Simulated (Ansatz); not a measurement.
C2H6Sb (SMILES [CH3][Sb][CH3]), doublet, at a GFN2-xTB geometry (the spin is typed, not shown lowest) (core potentials on Sb); Ansatz (a program for electronic structure) with WB97X/def2-SVP.

Input for Ansatz:
Ansatz 0.2 input:
```yaml
crystal:
  periodic: [false, false, false]
  atoms:
    - {symbol: Sb, position_ang: [0.27142244, -0.02924782, 0.31902923]}
    - {symbol: C, position_ang: [0.47776629, 0.26539580, -1.83488527]}
    - {symbol: H, position_ang: [1.52467652, 0.35027894, -2.09945736]}
    - {symbol: H, position_ang: [-0.03861369, 1.17178323, -2.13032096]}
    - {symbol: H, position_ang: [0.04476422, -0.57752684, -2.36162937]}
    - {symbol: C, position_ang: [-1.90478649, -0.11162358, 0.15756945]}
    - {symbol: H, position_ang: [-2.19177955, -0.93144149, -0.49127743]}
    - {symbol: H, position_ang: [-2.27515745, 0.81786858, -0.25996902]}
    - {symbol: H, position_ang: [-2.34431331, -0.26195687, 1.13605841]}
basis:
  gaussian:
    orbitals: def2-SVP
hamiltonian:
  xc: {name: wB97X}
magnetization: {spin_polarized: true, initial_magnetization: 1}
```

Output, abridged:

```
Functional definition: wB97X
938 factors; integrals over basis functions are off by at most 1.5e-3 eV
255 factors; integrals over basis functions are off by at most 7.8e-6 eV
mean field evaluation 1: about -8703.8137 eV, gradient 2.7e1 eV
mean field evaluation 2: about -8705.1206 eV, gradient 2.2e1 eV
mean field evaluation 4: about -8707.6211 eV, gradient 3.3e-1 eV
mean field evaluation 8: about -8707.7056 eV, gradient 2.7e-2 eV
mean field evaluation 16: about -8707.7057 eV, gradient 3.1e-5 eV
mean field -8707.70565213 eV, -320.0022804209 hartree, gradient 1.7e-5 eV, S^2 0.752825; 0 other end points of the search recorded, 0 dependent functions left out
reference -8707.70562881 eV, -320.0022795640 hartree; 21, 20 occupied and 63, 64 virtual orbitals, 938 factors
Total energy: -8707.70562881 eV, -320.0022795640 hartree
```
